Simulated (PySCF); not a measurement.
## BiOF: breathing scan

All numbers come from PBE0/[Bi def2-TZVP with ECP60, O def2-TZVP, F def2-TZVP], scalar-relativistic core potentials, density fitting, no spin–orbit coupling, PySCF.

Rigid scan from the singlet minimum (Bi–F 2.021 Å, Bi–O 1.877 Å; F–Bi–O 101.3°). Coordinate: all bonds to the central atom scaled together. Energies in kJ/mol from the minimum.

(1) Predict the curve at 0.88, 0.92, 0.96, 1.00, 1.04, 1.08, 1.14, 1.22, 1.35.

Results:

(1) 
| scale of all bonds to the centre | E (kJ/mol) | dipole size (D) |
| --- | --- | --- |
| 0.88 | 230.3 | 3.70 |
| 0.92 | 88.8 | 4.18 |
| 0.96 | 19.4 | 4.63 |
| 1.00 | 0.0 | 5.06 |
| 1.04 | 15.0 | 5.46 |
| 1.08 | 53.3 | 5.83 |
| 1.14 | 137.1 | 6.34 |
| 1.22 | 272.4 | 6.92 |
| 1.35 | 498.1 | 7.66 |

At long bonds a restricted determinant can lie too high, and another spin state can fall below this curve.

Spin–orbit coupling, left out here, can matter for elements this heavy.

The scan took 9.9 s on 2 threads of a shared Arm Neoverse V2 host; the process peaked at 0.96 GiB. Launch command: `OMP_NUM_THREADS=2 python axn.py task.json out`.
